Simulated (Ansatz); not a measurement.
Ansatz (a first-principles code) input (B3LYP/6-31G*):

Ansatz 0.2 input:
```yaml
crystal:
  periodic: [false, false, false]
  atoms:
    - {symbol: N, position_ang: [-1.66030000, -0.02978800, 0.04437000]}
    - {symbol: Si, position_ang: [0.18892700, 0.00339000, -0.00504900]}
    - {symbol: F, position_ang: [0.55801700, -1.21353300, -0.88981000]}
    - {symbol: F, position_ang: [0.60204700, -0.13546900, 1.48155100]}
    - {symbol: F, position_ang: [0.51826900, 1.37911300, -0.63659300]}
    - {symbol: H, position_ang: [-2.04200600, 0.74320600, 0.60118600]}
    - {symbol: H, position_ang: [-2.06945800, 0.04656500, -0.89372600]}
    - {symbol: H, position_ang: [-2.01640200, -0.89971100, 0.45630100]}
basis:
  gaussian:
    orbitals: 6-31G*
hamiltonian:
  xc: {name: B3LYP}
total_charge: 1
relax: {f_tol: 0.003, max_steps: 120}
```

Output:

```
Functional definition: B3LYP
integrals: 0.03 GiB planned
838 factors; integrals over basis functions are off by at most 3.4e-4 eV
mean field: 0.30 GiB planned
mean field evaluation 1: about -17551.9206 eV, gradient 9.4e1 eV
mean field evaluation 2: about -17539.4100 eV, gradient 1.3e2 eV
mean field evaluation 4: about -17565.1997 eV, gradient 3.9e0 eV
mean field evaluation 8: about -17565.2432 eV, gradient 1.1e-2 eV
mean field -17565.24323365 eV, -645.5107826873 hartree, gradient 1.8e-5 eV, S^2 0.000000; 0 other end points of the search recorded, 0 dependent functions left out
the calculation of the forces begins
reference -17565.24343313 eV, -645.5107900180 hartree; 25, 25 occupied and 60, 60 virtual orbitals, 838 factors
relax step   1: F+E_penalty+E_count = -17565.24323365 eV  Δ(F+E_penalty+E_count) = +0.000e0 eV  max|allowed force component| = 6.004e-1 eV/Å  Δτ_max = 0.0000 Å  (23 SCF iters, accepted)
these checks for a lower state are left out or cut short: starts, cluster_reference, orbital_swaps, neighbouring_geometries, increment
integrals: 0.03 GiB planned
838 factors; integrals over basis functions are off by at most 3.4e-4 eV
mean field: 0.30 GiB planned
mean field evaluation 16: about -17565.2401 eV, gradient 1.5e-3 eV
mean field -17565.25619015 eV, -645.5112588296 hartree, gradient 4.4e-5 eV, S^2 0.000000; 0 other end points of the search recorded, 0 dependent functions left out
the calculation of the forces begins
reference -17565.25638991 eV, -645.5112661709 hartree; 25, 25 occupied and 60, 60 virtual orbitals, 838 factors
relax step   2: F+E_penalty+E_count = -17565.25619015 eV  Δ(F+E_penalty+E_count) = -1.296e-2 eV  max|allowed force component| = 3.127e-1 eV/Å  Δτ_max = 0.0082 Å  (25 SCF iters, accepted)
these checks for a lower state are left out or cut short: starts, cluster_reference, orbital_swaps, neighbouring_geometries, increment
integrals: 0.03 GiB planned
838 factors; integrals over basis functions are off by at most 3.4e-4 eV
mean field: 0.30 GiB planned
mean field -17565.26080315 eV, -645.5114283544 hartree, gradient 4.3e-5 eV, S^2 0.000000; 0 other end points of the search recorded, 0 dependent functions left out
the calculation of the forces begins
reference -17565.26100314 eV, -645.5114357037 hartree; 25, 25 occupied and 60, 60 virtual orbitals, 838 factors
relax step   3: F+E_penalty+E_count = -17565.26080315 eV  Δ(F+E_penalty+E_count) = -4.613e-3 eV  max|allowed force component| = 3.259e-2 eV/Å  Δτ_max = 0.0085 Å  (25 SCF iters, accepted)
these checks for a lower state are left out or cut short: starts, cluster_reference, orbital_swaps, neighbouring_geometries, increment
integrals: 0.03 GiB planned
838 factors; integrals over basis functions are off by at most 3.4e-4 eV
mean field: 0.30 GiB planned
mean field -17565.26082049 eV, -645.5114289916 hartree, gradient 2.8e-5 eV, S^2 0.000000; 0 other end points of the search recorded, 0 dependent functions left out
the calculation of the forces begins
reference -17565.26102048 eV, -645.5114363409 hartree; 25, 25 occupied and 60, 60 virtual orbitals, 838 factors
relax step   4: F+E_penalty+E_count = -17565.26082049 eV  Δ(F+E_penalty+E_count) = -1.734e-5 eV  max|allowed force component| = 1.019e-2 eV/Å  Δτ_max = 0.0005 Å  (17 SCF iters, accepted)
these checks for a lower state are left out or cut short: starts, cluster_reference, orbital_swaps, neighbouring_geometries, increment
integrals: 0.03 GiB planned
838 factors; integrals over basis functions are off by at most 3.4e-4 eV
mean field: 0.30 GiB planned
mean field evaluation 32: about -17565.2608 eV, gradient 1.3e-5 eV
mean field -17565.26082238 eV, -645.5114290609 hartree, gradient 1.3e-5 eV, S^2 0.000000; 0 other end points of the search recorded, 0 dependent functions left out
the calculation of the forces begins
reference -17565.26102236 eV, -645.5114364102 hartree; 25, 25 occupied and 60, 60 virtual orbitals, 838 factors
relax step   5: F+E_penalty+E_count = -17565.26082238 eV  Δ(F+E_penalty+E_count) = -1.886e-6 eV  max|allowed force component| = 3.864e-4 eV/Å  Δτ_max = 0.0002 Å  (17 SCF iters, accepted)
integrals: 0.03 GiB planned
838 factors; integrals over basis functions are off by at most 3.4e-4 eV
mean field: 0.30 GiB planned
mean field -17565.26082238 eV, -645.5114290609 hartree, gradient 1.3e-5 eV, S^2 0.000000; 1 other end points of the search recorded, 0 dependent functions left out
the calculation of the forces begins
reference -17565.26102236 eV, -645.5114364102 hartree; 25, 25 occupied and 60, 60 virtual orbitals, 838 factors
Total energy: -17565.26102236 eV, -645.5114364102 hartree
Atom 0 at    -1.666909    -0.029908     0.044546 Å, force    -0.000069    -0.000001     0.000002 eV/Å
Atom 1 at     0.204421     0.003668    -0.005462 Å, force     0.000386     0.000008    -0.000009 eV/Å
Atom 2 at     0.565718    -1.225578    -0.898586 Å, force    -0.000159     0.000204     0.000182 eV/Å
Atom 3 at     0.610177    -0.136659     1.496177 Å, force    -0.000171     0.000045    -0.000262 eV/Å
Atom 4 at     0.525566     1.392763    -0.643061 Å, force    -0.000157    -0.000260     0.000091 eV/Å
Atom 5 at    -2.052665     0.745243     0.603255 Å, force     0.000059    -0.000117    -0.000037 eV/Å
Atom 6 at    -2.080213     0.046804    -0.896261 Å, force     0.000059     0.000030     0.000119 eV/Å
Atom 7 at    -2.027001    -0.902561     0.457622 Å, force     0.000052     0.000092    -0.000087 eV/Å
Dipole moment:    -1.431326    -0.025678     0.038252 e Å
```

The dipole moment of an ion depends on the origin.

The geometry given is a B3LYP-D3(BJ)/def2-TZVP minimum.
